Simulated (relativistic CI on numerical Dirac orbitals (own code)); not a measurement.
Charge states of tantalum

Method of calculation: Dirac-Coulomb-Breit CI, KLI orbitals optimised for each configuration, QED by a radiative potential, valence Slater integrals scaled by 0.9 (own radial code, finite nucleus).

Each species is treated in one configuration, given outside its closed core. Radial values are for the open shell of highest l, unscaled and averaged over j; ζ includes the Breit term. Labels give the leading LS character, summed over repeated terms.

```
  Ion   Configuration  Its lowest level  LS weight (%)    g_J  g√(J(J+1))  ⟨r⟩ (bohr)  ⟨r²⟩ (bohr²)  ζ (cm⁻¹)
   Ta      4f¹⁴5d³6s²             ⁴F3/2             95  0.420        0.81       2.298          6.59      1424
  Ta+       4f¹⁴5d³6s               ⁵F1             97  0.013        0.02       2.123         5.417      1500
 Ta2+         4f¹⁴5d³             ⁴F3/2             95  0.419        0.81       1.982         4.609      1621
 Ta3+         4f¹⁴5d²               ³F2             94  0.685        1.68       1.841         3.914      1980
 Ta4+          4f¹⁴5d             ²D3/2            100  0.799        1.55       1.733         3.435      2353
 Ta5+            4f¹⁴               ¹S0            100               0.00                                    
 Ta6+            4f¹³            ²F°7/2            100  1.141        4.53      0.6086         0.458      4349
 Ta7+  4d¹⁰4f¹³5s²5p⁵               ³F4             81  1.205        5.39      0.6035         0.448      4345
 Ta8+  4d¹⁰4f¹³5s²5p⁴           ⁴G°11/2             80  1.235        7.39      0.5985        0.4385      4346
 Ta9+  4d¹⁰4f¹³5s²5p³     J = 5 (mixed)             46  1.241        6.80      0.5935        0.4294      4351
Ta10+  4d¹⁰4f¹³5s²5p²   J = 7/2 (mixed)             31  1.150        4.56      0.5886        0.4205      4359
Ta11+   4d¹⁰4f¹³5s²5p               ³D3             65  1.231        4.27      0.5837        0.4119      4370
Ta12+     4d¹⁰4f¹³5s²            ²F°7/2            100  1.141        4.53      0.5788        0.4035      4384
Ta13+     4d¹⁰4f¹²5s²               ³H6             99  1.163        7.54      0.5643        0.3811      4600
Ta14+     4d¹⁰4f¹¹5s²           ⁴I°15/2             96  1.192        9.52      0.5509        0.3612      4823
Ta15+      4d¹⁰4f¹¹5s              ⁵I°8             96  1.244       10.55       0.546        0.3536      4884
Ta16+        4d¹⁰4f¹¹           ⁴I°15/2             96  1.192        9.52      0.5409        0.3457      4946
Ta17+        4d¹⁰4f¹⁰               ⁵I8             87  1.231       10.45      0.5293        0.3297      5179
Ta18+         4d¹⁰4f⁹           ⁶H°15/2             85  1.309       10.45      0.5186        0.3151      5417
Ta19+         4d¹⁰4f⁸               ⁷F6             86  1.473        9.54      0.5084        0.3019      5661
Ta20+         4d¹⁰4f⁷                 ?              ?      ?           ?           ?             ?         ?
Ta21+         4d¹⁰4f⁶               ⁷F0             60               0.00      0.4898        0.2784      6167
Ta22+         4d¹⁰4f⁵            ⁶H°5/2             74  0.377        1.12      0.4813         0.268      6429
Ta23+         4d¹⁰4f⁴               ⁵I4             84  0.634        2.84      0.4731        0.2584      6697
```

Task: Fill in the row of Ta20+.

Result: Its lowest level ⁸S°7/2; LS weight (%) 89; g_J 1.964; g√(J(J+1)) 7.79; ⟨r⟩ (bohr) 0.4989; ⟨r²⟩ (bohr²) 0.2897; ζ (cm⁻¹) 5911.

At low charge ζ of a weakly bound d or f electron comes out too small.
